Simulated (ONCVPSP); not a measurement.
## Si, ONCV: configuration errors across variants

ONCVPSP 4.0.1 input, shortened (lines: element, Z, core and valence counts, functional; n l f; lmax; l rc ep ncon nbas qcut; lloc lpopt rc5 dvloc0; l nproj debl; icmod fcfact rcfact), revPBE, scalar-relativistic:

```
  Si 14.00    3    2  -102130      upf
    1    0    2.00
    2    0    2.00
    2    1    6.00
    3    0    2.00
    3    1    2.00
    2
    0    1.80    0.00    3    6    3.30
    1    2.20    0.00    5    9    4.30
    2    2.40    0.08    4    9    4.60
    4    5    1.45    0.00
    0    2    3.50
    1    1    2.10
    2    3    2.40
    4    0.70    0.00
```

All-electron excitation energies from the reference (eV): (1) 3s2 3p1 7.722; (2) 3s2 3p0 23.688; (3) 3s1 3p0 57.566; (4) 3s1 3p3 6.799.

Errors AE − PS in meV (a dash: test not solved or not reliable):

| change | (1) | (2) | (3) | (4) | bound ghosts | GHOST(+) flags above zero |
| --- | --- | --- | --- | --- | --- | --- |
| base | -1.7 | -13 | -31 | -4.4 | none | s |
| s: rc 1.3; local potential polynomial inside 1.30 bohr (lpopt 5, dvloc0 0 Ha) | +0.7 | +0.8 | +40 | -3.0 | none | s |
| s: rc 1.44; local potential polynomial inside 1.44 bohr (lpopt 5, dvloc0 0 Ha) | +0.4 | +1.9 | +47 | -1.7 | none | s |
| s: rc 1.68 | -1.3 | -10 | -5.6 | -2.9 | none | s |
| s: rc 1.84 | -1.7 | -13 | -35 | -4.9 | none | s |
| s: rc 2 | -1.7 | -12 | -48 | -8.1 | none | none |
| s: rc 2.2 | -1.3 | -8.1 | -61 | -14 | none | s |
| s: rc 2.46 | 0.0 | +6.1 | -70 | -23 | none | s |

Q: Give the same row for: s: rc 2.54.

A: +0.7, +12, -71, -26; bound ghosts: none; GHOST(+) flags above zero: none.
